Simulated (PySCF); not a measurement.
A structure optimised at B3LYP-D3(BJ)/def2-SVP, used in a PySCF frequency run:

```
C
C 1 1.5071
H 2 1.0923 1 117.40
H 2 1.0941 3 115.19 1 -145.52
C 1 1.5071 2 60.22 3 106.86
H 5 1.0923 1 117.40 2 -106.86
H 5 1.0941 6 115.19 2 -146.21
C 1 1.5145 2 118.84 3 -144.51
H 8 1.1005 1 111.07 2 -34.94
H 8 1.1037 9 107.63 1 122.04
H 8 1.1037 9 107.63 10 115.93
C 1 1.5170 2 118.20 3 -1.26
H 12 1.1108 1 108.51 2 156.77
H 12 1.1108 13 106.94 1 -116.86
O 12 1.4121 13 111.25 14 -121.66
H 15 0.9639 12 108.56 13 59.56
```
Charge 0, spin multiplicity 1.

**Question.** Write its SMILES, formula and point group.

**Answer.** CC1(CO)CC1, C₅H₁₀O, Cs

**Question.** What are its rotational constants (standard atomic weights)?

**Answer.** 5.1219, 3.1279, 2.3676 GHz
